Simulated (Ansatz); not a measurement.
Basis sets compared for `COc1ccc(-c2cc3sc(-c4cc5sc(-c6cc7sc(-c8ccc(C(F)=C(F)F)cc8)cc7s6)cc5s4)cc3s2)cc1`. Total charge 0; singlet. Geometry PBE-D4/def2-SVP. Ansatz on 5 threads of AMD EPYC 7R13 on a shared host and a share (37 GiB) of an NVIDIA H100 80GB HBM3; times are rough, and most runs start from earlier orbitals.

```xyz
60

C    -6.187   -5.937  -12.171
O    -4.997   -6.359  -11.530
C    -4.583   -5.683  -10.426
C    -5.256   -4.582   -9.857
C    -4.733   -3.962   -8.716
C    -3.540   -4.406   -8.101
C    -2.999   -3.754   -6.911
C    -1.771   -3.970   -6.285
C    -1.603   -3.143   -5.147
S    -0.346   -2.915   -3.965
C    -1.293   -1.677   -3.127
C    -0.771   -1.027   -1.950
C    -1.368   -0.011   -1.197
C    -0.558    0.374   -0.104
S    -0.700    1.537    1.184
C     0.875    1.069    1.843
C     1.393    1.709    3.026
C     2.592    1.433    3.692
C     2.763    2.260    4.826
S     3.979    2.425    6.058
C     3.069    3.716    6.860
C     3.589    4.330    8.076
C     2.856    5.325    8.769
C     3.343    5.902    9.941
C     4.593    5.514   10.484
C     5.038    6.149   11.720
F     4.195    7.065   12.255
C     6.186    5.949   12.419
F     6.476    6.585   13.541
F     7.143    5.100   12.068
C     5.337    4.524    9.793
C     4.842    3.953    8.622
C     1.878    3.994    6.187
C     1.709    3.174    5.046
S     0.485    3.005    3.818
C     1.473    0.055    1.088
C     0.662   -0.332   -0.003
S     0.802   -1.498   -1.289
C    -2.525   -1.458   -3.750
C    -2.692   -2.285   -4.885
S    -3.947   -2.519   -6.068
C    -2.882   -5.518   -8.690
C    -3.388   -6.142   -9.827
H    -6.112   -4.889  -12.538
H    -7.071   -6.016  -11.498
H    -6.334   -6.611  -13.035
H    -6.186   -4.197  -10.296
H    -5.269   -3.096   -8.298
H    -1.026   -4.687   -6.648
H    -2.345    0.423   -1.441
H     3.298    0.660    3.364
H     1.878    5.651    8.387
H     2.750    6.668   10.458
H     6.311    4.195   10.175
H     5.448    3.187    8.114
H     1.163    4.759    6.513
H     2.453   -0.375    1.328
H    -3.262   -0.732   -3.385
H    -1.959   -5.909   -8.239
H    -2.877   -7.005  -10.278
```

Single mean-field runs in def2-SVP, def2-TZVP are fitted with def2-universal-jkfit.

Binding counts from free atoms (C triplet, O triplet, S triplet, F doublet, H doublet) in the same basis, without a counterpoise term.

| level | functions | energy (Eh) | HOMO (eV) | LUMO (eV) | binding per atom (eV) | wall time |
| --- | --- | --- | --- | --- | --- | --- |
| PBE-D4/def2-SVP | 711 | -4026.8705 | -4.41 | -2.88 | 5.56 | 13 s |
| PBE0-D4/def2-SVP | 711 | -4027.1139 | -5.18 | -2.46 | 5.40 | 15 s |

Problem. Estimate the rows for PBE-D4/def2-TZVP, PBE0-D4/def2-TZVP.

Solution. 
| level | functions | energy (Eh) | HOMO (eV) | LUMO (eV) | binding per atom (eV) | wall time |
| --- | --- | --- | --- | --- | --- | --- |
| PBE-D4/def2-TZVP | 1471 | -4029.4850 | -4.45 | -2.97 | 5.48 | 20 s |
| PBE0-D4/def2-TZVP | 1471 | -4029.7157 | -5.14 | -2.47 | 5.32 | 23 s |
